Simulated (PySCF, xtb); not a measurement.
## Relative energy of two spin states of CH4AlIn

Structure X is `[CH3][AlH][In]`, a triplet and structure Y is `[CH3][AlH][In]`, a singlet. Both are isolated molecules in the gas phase, relaxed with B3LYP-D3(BJ)/def2-SVP.

X (Å):

```xyz
7

C     1.1724   -1.2949   -0.5218
Al    0.2747    0.2665   -1.3230
In   -0.9771    0.0470   -3.7422
H     1.1078   -2.1973   -1.1495
H     2.2407   -1.0740   -0.3528
H     0.7225   -1.5298    0.4585
H     0.1759    1.7295   -0.7017
```

Y (Å):

```json
{"atom": "C", "x (Å)": "1.1937", "y (Å)": "-1.2444", "z (Å)": "-0.4849"}
{"atom": "Al", "x (Å)": "0.2359", "y (Å)": "0.2246", "z (Å)": "-1.4206"}
{"atom": "In", "x (Å)": "-1.1318", "y (Å)": "0.0052", "z (Å)": "-4.0489"}
{"atom": "H", "x (Å)": "1.1913", "y (Å)": "-2.2108", "z (Å)": "-1.0144"}
{"atom": "H", "x (Å)": "2.2478", "y (Å)": "-0.9584", "z (Å)": "-0.3084"}
{"atom": "H", "x (Å)": "0.7518", "y (Å)": "-1.4066", "z (Å)": "0.5164"}
{"atom": "H", "x (Å)": "0.2882", "y (Å)": "1.5991", "z (Å)": "-0.5691"}
```

Estimate which is lower in electronic energy at CCSD(T)/def2-SVP + ΔMP2/def2-TZVPP, and by roughly how much.

The CCSD(T)/def2-SVP + ΔMP2/def2-TZVPP calculation puts structure Y lower, by 12.9 kcal/mol.

How the difference moves with the method:

```tsv
level	geometry	E(Y) − E(X) (kcal/mol)	departure from the last row (kcal/mol)	job, with rough time for the two
B3LYP-D3(BJ)/def2-SVP	B3LYP-D3(BJ)/def2-SVP	−13.0	−0.1	optimisation, 3.9 min
HF/def2-SVP	B3LYP-D3(BJ)/def2-SVP	−4.4	+8.5	part of the CCSD(T) run
MP2/def2-SVP	B3LYP-D3(BJ)/def2-SVP	−9.3	+3.6	part of the CCSD(T) run
CCSD(T)/def2-SVP	B3LYP-D3(BJ)/def2-SVP	−11.5	+1.4	single point
CCSD(T)/def2-SVP + ΔMP2/def2-TZVPP	B3LYP-D3(BJ)/def2-SVP	−12.9		single point, 2 min
```

The levels shown agree on the order. The largest departure from CCSD(T)/def2-SVP + ΔMP2/def2-TZVPP is that of HF/def2-SVP, 8.5 kcal/mol. No reliable frequencies are at hand for Y, so it isn't confirmed as a minimum. Levels run at GFN2-xTB geometries aren't shown. The last row adds to CCSD(T) the change of the MP2 difference between the two basis sets, here −1.4 kcal/mol.

Open shells are spin-unrestricted. The correlated steps freeze 10 core orbitals; the filled d shell of In is correlated, in a basis made for valence electrons. Atoms past krypton carry core potentials in the def2 sets and no spin–orbit term is included. Programs: PySCF 2.14.0, xtb 6.7.1; the last row on 2 threads of Intel(R) Xeon(R) Platinum 8488C (Sapphire Rapids) on a shared host.
